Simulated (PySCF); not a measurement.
## As (arsenic, neutral) across methods

[Ar] 3d10 4s2 4p2 4d1, one real determinant (an excited configuration). Calculation: PySCF 2.14, in aug-cc-pVQZ-PP with one added diffuse shell each of s, p, d, f, g type with ECP10MDF (8s7p6d4f3g, 114 functions); a scalar-relativistic core potential.

```
method  E (hartree)  mean ε 4s β (eV)  mean ε 4p α (eV)  mean ε 4d α (eV)  Σ⟨r²⟩ (bohr²)   ⟨S²⟩
   PBE    -332.1379           -17.648            -9.575            -0.935          87.10  3.751
   UHF   -330.92595           -21.378           -14.580            -1.655          102.4  3.758
  BLYP    -332.1101           -17.882            -9.350            -0.840          89.33  3.751
  PBE0    -332.1004           -18.867           -10.968            -1.193          90.01  3.752
r2SCAN    -332.0073           -18.049           -10.179            -0.854          90.27  3.753
   LDA    -331.6216           -18.025            -9.545            -0.871          85.32  3.751
```

**Question.** Estimate the same row for PBEsol.

**Answer.** E (hartree) = -331.7976; mean ε 4s β (eV) = -17.664; mean ε 4p α (eV) = -9.562; mean ε 4d α (eV) = -0.892; Σ⟨r²⟩ (bohr²) = 87.22; ⟨S²⟩ = 3.751.

⟨L²⟩ = 7.94 against 12 for a pure F term, so this real determinant mixes terms. Energies and moments cover only the electrons outside the core potential. The outer electron is Rydberg-like, and this basis confines it to a smaller radius and binds it less than a complete one would.
